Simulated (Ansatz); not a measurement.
Species: ethenyl(trihydroxy)silane, C₂H₆O₃Si, net charge 0, singlet state. SMILES: C=C[Si](O)(O)O
Geometry from a B3LYP-D3(BJ)/def2-TZVP (Ansatz, an electronic-structure program) optimisation:
```xyz
12

C      2.3749    -0.5014    -0.2812
C      1.3807    -0.2840     0.5780
Si    -0.3590     0.0771     0.0654
O     -0.4303     0.4256    -1.5439
O     -1.3961    -1.1768     0.2802
O     -0.8642     1.2959     1.0357
H      2.2186    -0.4687    -1.3544
H      3.3852    -0.7261     0.0442
H      1.6025    -0.3358     1.6413
H      0.0853     1.1695    -1.8645
H     -1.4642    -1.8217    -0.4282
H     -1.8100     1.4581     1.0889
```

Parts of the frozen-core correlation energy in STO-3G (Ansatz, hartree). Frozen orbitals: 10; correlated occupied orbitals by spin: 18 and 18; virtual: 12 and 12. Spin-orbit coupling is left out. No relativistic terms. The restricted reference is unstable.

```tsv
term	value
reference (HF)	-585.44716
MP2 opposite-spin	?
MP2 same-spin	-0.03888
CCSD correlation	?
(T)	?
T1 diagnostic	0.009
largest doubles amplitude	0.192
```

Problem. Complete the blanks.

Solution. 
- MP2 opposite-spin, value: -0.21087
- CCSD correlation, value: -0.31288
- (T), value: -0.00518
